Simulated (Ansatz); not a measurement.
Consider the ligand exchange at a B–N bond: `NB(Cl)O[SiH3]` + H₂S → `[SiH3]OB(S)Cl` + NH₃.

Gas-phase electronic energies from Ansatz, PBE0-D4/def2-TZVP geometries. CCSD(T)/CBS adds triple-zeta CCSD(T) − MP2 to the extrapolated MP2 energy (def2 sets, frozen cores). This one scheme is used for every species. Functionals use def2-TZVPP. One conformer a species, not always the lowest.

Is it downhill or uphill in electronic energy at CCSD(T)/CBS, and by how much? (An estimate is asked.)

Ansatz gave: Uphill: ΔE = +10.1 kcal/mol.

What do these levels give: B97M-V, PBE, BHLYP, LC-ωPBE, MP2/CBS(def2), CCSD/CBS(def2)? (An estimate is asked.)

Ansatz gave: B97M-V 9.9, PBE 9.2, BHLYP 13.1, LC-ωPBE 11.5, MP2/CBS(def2) 9.0, CCSD/CBS(def2) 11.0 kcal/mol.

What do rigid-rotor, harmonic-oscillator terms from PBE0-D4/def2-TZVP frequencies (298.15 K, 1 bar) make of the CCSD(T)/CBS value? (Best estimate.)

Computed: ΔZPE = +1.2 kcal/mol, ΔH = +11.4 kcal/mol, ΔS = 2 J/(mol·K), ΔG = +11.3 kcal/mol. Modes under 50 cm⁻¹ make the entropy rough.

Largest T1 diagnostic among the species: 0.012.

From BLYP to BHLYP (50 % exact exchange), in def2-TZVPP and without D4, ΔE moves by +2.2 kcal/mol. At CCSD(T), def2-SVP lies +1.8 kcal/mol from the extrapolated value and def2-TZVPP +0.4 kcal/mol. Leaving LDA and LC-ωPBE aside and taking each functional with its dispersion term where it has one, the values, not all of them listed here, spread over 4.3 kcal/mol, from revPBE-D4 to CAM-B3LYP-D4. LDA lies +1.9 kcal/mol from PBE without D4.
